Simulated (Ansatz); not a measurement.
Input file for Ansatz (a first-principles code): R-PBE/def2-TZVPPD on C3H8O (a complex). Files ending in .json are basis or fitting sets from the Basis Set Exchange.

Ansatz 0.2 input:
```yaml
crystal:
  periodic: [false, false, false]
  atoms:
    - {symbol: H, position_ang: [-0.34819692, -0.23171982, -0.37029810]}
    - {symbol: H, position_ang: [-0.25523136, -0.43205205, 0.34241316]}
    - {symbol: C, position_ang: [0.47785392, -0.27660333, 5.14180017]}
    - {symbol: C, position_ang: [0.28825424, 0.02247112, 3.67150134]}
    - {symbol: C, position_ang: [0.35028577, 1.47823129, 3.26712781]}
    - {symbol: O, position_ang: [0.09688174, -0.85735026, 2.86396154]}
    - {symbol: H, position_ang: [1.46926033, 0.05265599, 5.46380681]}
    - {symbol: H, position_ang: [-0.24951239, 0.27830614, 5.73943911]}
    - {symbol: H, position_ang: [0.36990721, -1.34316267, 5.32349870]}
    - {symbol: H, position_ang: [0.25221105, 1.57434641, 2.18873937]}
    - {symbol: H, position_ang: [-0.45184249, 2.03451982, 3.75927385]}
    - {symbol: H, position_ang: [1.29207402, 1.92416623, 3.59617624]}
basis:
  gaussian:
    orbitals: def2-TZVPPD.json
hamiltonian:
  xc: {name: PBE}
scf: {lower_state_search: off}
```

The log:

```
WARN ansatz: RAYON_NUM_THREADS=2 ignored (pool sized by the plan → 2); use --threads N
Functional definition: PBE
these checks for a lower state are left out or cut short: stability, starts, cluster_reference, orbital_swaps, neighbouring_geometries, increment
integrals: 0.17 GiB planned
1178 factors; their error is unknown
mean field: 1.57 GiB planned
mean field evaluation 1: about -5270.3568 eV, gradient 7.8e1 eV
mean field evaluation 2: about -5247.2898 eV, gradient 1.2e2 eV
mean field evaluation 4: about -5283.0312 eV, gradient 1.2e1 eV
mean field evaluation 8: about -5283.3465 eV, gradient 1.9e-1 eV
mean field evaluation 16: about -5283.3087 eV, gradient 4.4e-4 eV
mean field -5283.30873594 eV, -194.1580148905 hartree, gradient 3.0e-6 eV, S^2 0.000000; 0 other end points of the search recorded, 0 dependent functions left out
reference -5283.30879174 eV, -194.1580169412 hartree; 17, 17 occupied and 270, 270 virtual orbitals, 1178 factors
Total energy: -5283.30879174 eV, -194.1580169412 hartree
Checks for a lower state left out: stability, starts, cluster_reference, orbital_swaps, neighbouring_geometries, increment
```

The calculation finished and met its thresholds.

Cost: roughly 4 core-seconds.
